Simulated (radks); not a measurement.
Neutral europium inside a hard spherical wall (all orbitals vanish at R), configuration held at [Xe] 4f7 6s2 and not refilled when levels cross. Method: scalar-relativistic Kohn-Sham, PBEsol, spin-unpolarised, spherical densities, finite nucleus; Fermi nuclear charge, rms radius 5.1115 fm; computed with a radial shooting solver on a logarithmic mesh with Libxc functionals. Eigenvalues in eV, with the zero of energy where the potential of the charges vanishes at infinity; a dash marks a level that is unbound or too diffuse for the functional's potential to be trusted. A positive occupied level is held by the wall or, in an anion where self-interaction has pushed it up, behind a barrier. The pressure on the wall is -dE/dV.

R (bohr)  E (hartree)  kinetic (hartree)    e(5s)    e(5p)   e(6s)   e(4f)  e(5d, empty)  e(6p, empty)  pressure (GPa)
free      -10839.5387          11610.241  -44.691  -23.794  -3.641  -2.759        -1.576        -1.180               0
15        -10839.5387          11610.241  -44.688  -23.791  -3.639  -2.756        -1.573        -1.163        0.000234
12        -10839.5383          11610.245  -44.651  -23.755  -3.612  -2.721        -1.538        -1.070         0.00703
8         -10839.5192          11610.368  -43.962  -23.078  -2.983  -2.045        -0.898         0.160           0.654
6         -10839.4159          11610.827  -42.287  -21.464  -0.762  -0.369         0.822         3.786            7.49
4         -10838.5701          11614.039  -36.655  -16.123  12.296   5.827         8.031        22.192             170
3         -10835.7444          11624.549  -26.230   -5.211  45.458  18.423        23.579        62.976            1540
1.5       -10763.2507          11844.702   131.94   177.31  521.50  143.67        247.77        572.02          212000
